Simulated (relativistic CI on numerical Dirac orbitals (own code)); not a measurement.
## Sensitivity of the levels of N III to α

These numbers are calculated, not measured: Dirac-Coulomb-Breit CI, orbitals from a KLI potential per configuration, valence Slater integrals scaled by 0.85, P86 correlation energy added to each configuration, derivatives by finite differences, QED left out (own radial code, finite nucleus).

Configuration list (outside the closed core 1s2): 2s2 2p, 2s 2p2, 2p3, 2s2 3s, 2s2 3p, 2s2 3d, 2p2 3s, 2s 2p 3s. Levels of other configurations are missing.

With x = (α/α₀)² − 1 an excitation energy changes as ω = ω₀ + qx; K = 2q/ω₀ is the relative enhancement. Terms are leading LS components, so labels can repeat.

Lowest level 2s2 2p 2P°_1/2.

```
           Level  ω₀ (cm⁻¹)  q (cm⁻¹)
  2s2 2p 2P°_3/2        169     169.4
   2s 2p2 4P_1/2      57127     297.8
   2s 2p2 4P_3/2      57185     355.8
   2s 2p2 4P_5/2      57262       433
   2s 2p2 2D_5/2     103090     391.6
   2s 2p2 2D_3/2     103098     399.7
   2s 2p2 2S_1/2     128556     416.2
   2s 2p2 2P_1/2     146322     363.8
   2s 2p2 2P_3/2     146427       468
     2p3 4S°_3/2     188296     710.4
     2p3 2D°_5/2     213032       697
     2p3 2D°_3/2     213052     715.8
   2s2 3s 2S_1/2     220403     2.876
     2p3 2P°_1/2     236372     699.8
     2p3 2P°_3/2     236377     706.2
  2s2 3p 2P°_1/2     257017     24.64
  2s2 3p 2P°_3/2     257052     59.81
   2s2 3d 2D_3/2     278972     45.79
   2s2 3d 2D_5/2     278976     49.46
2s 2p 3s 4P°_1/2     286596     189.7
2s 2p 3s 4P°_3/2     286657     250.8
2s 2p 3s 4P°_5/2     286772     365.5
2s 2p 3s 2P°_1/2     298385     226.6
```

Correlation outside the listed configurations is missing or only estimated: errors of thousands of cm⁻¹ between configurations and terms are usual at this charge. Rates and lifetimes follow the computed energies and can be off by large factors. The fine structure of a lone outer electron comes out too small, for d and f at times inverted, and misplaced configurations move strength between like terms.

Task: Which transition from the lowest level has the largest |K|?

Result: 2s2 2p 2P°_3/2 at 169 cm⁻¹, K = 2.
